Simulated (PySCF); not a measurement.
Adding and removing an electron: SrSe

HSE06; basis Sr def2-SVP with ECP28, Se def2-SVP; scalar-relativistic core potentials; PySCF 2.14. Neutral (UKS): singlet (closed shell), Re = 2.585 Å, ωe = 282 cm⁻¹, De = 3.28 eV, HOMO -4.31 eV, LUMO -2.63 eV.

SrSe⁺ (UKS): doublet (π ↑), Re = 2.760 Å, ωe = 233 cm⁻¹, De = 2.55 eV to Sr⁺ + Se. The energies at the minima are -2431.68465 hartree for SrSe and -2431.45127 for SrSe⁺.

Work out the adiabatic ionisation energy, without and with harmonic zero-point energies (1 hartree = 27.2114 eV, 1 eV = 8065.5 cm⁻¹), and the change of the bond length.

At HSE06: 0.23338 hartree = 6.351 eV between the minima; the zero-point term (233.0 − 282.0)/2 cm⁻¹ = -0.003 eV makes it 6.348 eV. Re changes by +17.5 pm against the neutral. Minus the HOMO energy is 4.31 eV, -2.04 eV from the value between the minima; self-interaction puts the Kohn–Sham level too high, less so with exact exchange. The electron leaves a π orbital; in so polar a molecule the change of length follows mostly from the change of the ionic charges.

Spin–orbit coupling is left out. For an ion De counts to the pair picked by the measured ionisation energies or electron affinities, which need not be the lowest pair at this level. States were picked by a PBE0 search and need not be the measured ground states.
